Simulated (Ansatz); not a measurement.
Reactions of BH₇N₂OSn (`B[NH][SnH]([NH2])[OH]`).

Program: Ansatz. Geometries: PBE0-D4/def2-TZVP. ΔE: electronic, gas phase. CBS: MP2 limit from def2 TZ/QZ plus the TZ coupled-cluster correction, frozen cores. This one scheme is used for every species, atoms too. For atomizations the MP2-based limit and the directly extrapolated one differ by several kJ/mol either way, and by 10 to 25 for some Ge, Se and Sn compounds, so smaller differences from it don't rank the levels. Functionals use def2-TZVPP. No spin–orbit coupling; open shells (•) take unrestricted orbitals. Spin–orbit coupling would lower the free atoms: a little for B, O; strongly for Sn. Elements past krypton have def2 core potentials. For Sn outer-core shells are correlated without core-valence functions, so the limit isn't a true one: a few kJ/mol of doubt a bond, and 10 to 20 or more in all where bonds break to atoms. Each species was taken in one conformer, which may not be the lowest.

| reaction | PBE-D4 (kJ/mol) | B2PLYP (kJ/mol) | PBE0-D4 (kJ/mol) | r2SCAN-D4 (kJ/mol) | CCSD(T)/CBS(def2) (kJ/mol) |
| --- | --- | --- | --- | --- | --- |
| `B[NH][SnH]([NH2])[OH]` + H₂S → `[NH2][SnH]([OH])[SH]` + `BN` | -74 | -68 | -74 | -73 | -63 |
| `B[NH][SnH]([NH2])[OH]` → `BN` + `[NH2][Sn][OH]` | -58 | -60 | -42 | -44 | -33 |
| `B[NH][SnH]([NH2])[OH]` + HCl → `[NH2][SnH]([OH])[Cl]` + `BN` | -106 | -105 | -108 | -109 | -98 |
| `B[NH][SnH]([NH2])[OH]` + H₂ → `[NH2][SnH2][OH]` + `BN` | -14 | -16 | -18 | -12 | -5 |
| `B[NH][SnH]([NH2])[OH]` + H–F → `[NH2][SnH]([OH])[F]` + `BN` | -75 | -78 | -71 | -80 | -63 |
| `B[NH][SnH]([NH2])[OH]` → B• + 7 H• + 2 N• + O• + Sn• | 4067 | 3957 | 3968 | 3982 | 4023 |
| `B[NH][SnH]([NH2])[OH]` + `F[SiH3]` → `[NH2][SnH]([OH])[SiH2]F` + `BN` | -30 | -12 | -26 | -19 | -7 |
| `B[NH][SnH]([NH2])[OH]` + `C=O` → `[NH2][SnH]([OH])[CH]=O` + `BN` | 9 | 21 | 16 | 16 | 28 |

Largest T1 diagnostic: 0.017, for `[NH2][Sn][OH]`.
